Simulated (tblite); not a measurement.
What does the GFN2-xTB structure of InChI=1S/C2H8N3PSi/c1-4-7(3,6)5-2/h1-3,6H2 look like in three dimensions?

Z-matrix in Å and degrees, rows numbered from 1:
```
C 
N   1  1.2450
Si  2  1.7383  1  128.83
N   3  1.7251  2  104.35  1   118.64
P   3  2.2657  2  118.37  1    -0.47
N   3  1.7454  2  102.18  1  -122.53
C   6  1.2469  3  126.48  2   133.46
H   1  1.0865  2  119.35  3  -179.76
H   1  1.0978  2  124.80  3     0.28
H   4  1.0071  3  117.36  2   173.55
H   4  1.0070  3  115.80  2    41.23
H   5  1.3855  3   93.05  2   -46.94
H   5  1.3803  3   94.21  2    45.70
H   7  1.0987  6  124.20  3    -2.77
H   7  1.0862  6  119.50  3   177.52
```

N4 (silicon-bound nitrogen) is pyramidal (angles 117.4°, 115.8° and 109.8°, sum 342.9°, 0.28 Å off the plane of its three neighbours). Si3 (four-coordinate silicon) is distorted tetrahedral (angles from 102.2° to 118.4°). Of the pairs four or more bonds apart, P5···H14 is among the closest relative to their van der Waals radii: 2.94 Å, 98 % of the sum of Bondi's values. The N–Si distances run from 1.725 Å (Si3–N4, drawn single) to 1.745 Å (Si3–N6, drawn single), a spread of 0.020 Å.

The geometry is computed with GFN2-xTB (gas phase).

Point group: C1 (no symmetry element, even within 0.4 Å). Its GFN2-xTB frequencies are all real (lowest 55 cm⁻¹). One conformer, not necessarily the lowest (C1–N2–Si3–N4 119°, N2–Si3–N4–H 174° and 41°, N2–Si3–P5–H -47° and 46°, N2–Si3–N6–C7 133°). 3 starts were optimised and ended at 0.00, 0.21 and 0.24 kcal/mol (GFN2-xTB); the lowest of these is shown.
